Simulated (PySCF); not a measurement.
## Au²⁺: excitation energy

Au²⁺ [Xe] 4f14 5d9 (2D) → Au²⁺ [Xe] 4f14 5d8 6s1 (4F), as a difference of total energies. Computed with PySCF 2.14 in x2c-TZVPPall, with scalar relativity by spin-free X2C-1e. Correlated levels: valence: [Xe] 4f14 frozen. The calculations carry no spin-orbit coupling.

```
           method  excitation energy (cm⁻¹)
              UHF                     30873
    MP2 (valence)                     35230
SCS-MP2 (valence)                     36669
   CCSD (valence)                     34649
CCSD(T) (valence)                     34917
```

A first-order spin-orbit estimate (lowest level to lowest level, LS coupling) adds -0.382 eV.

The basis was made for the ground configuration and has no added diffuse functions, so the excitation energy can come out too high.
